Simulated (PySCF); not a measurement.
CH5ClFNSi, SMILES NC[Si@H](F)Cl.

Coordinates come from a PBE0-D3(BJ)/def2-SVP optimisation. The structure was generated by enumeration; whether it is a known compound was not checked. The values are those of a single conformer.

Two levels are set side by side: PBE/def2-TZVP (PySCF) and r2SCAN/def2-TZVP (PySCF). Same geometry, gas phase. Differences are taken from unrounded values.

```tsv
quantity	r2SCAN
orbital gap (eV)	5.76
highest occupied level (eV)	-5.90
lowest empty level (eV)	-0.14
dipole moment (D)	1.52
mean polarisability (bohr³)	57.2
```

**Question.** What does PBE give, and how far is it from r2SCAN? (The exact figures need the calculation; the answer reports its results.)

**Answer.** 
| quantity | PBE | PBE minus r2SCAN |
|---|---|---|
| orbital gap (eV) | 5.05 | -0.71 |
| highest occupied level (eV) | -5.64 | 0.27 |
| lowest empty level (eV) | -0.59 | -0.44 |
| dipole moment (D) | 1.51 | -0.01 |
| mean polarisability (bohr³) | 59.3 | 2.0 |

Rough cost on one machine, each run with all the roots and properties that it gave: r2SCAN against PBE about 3 times.
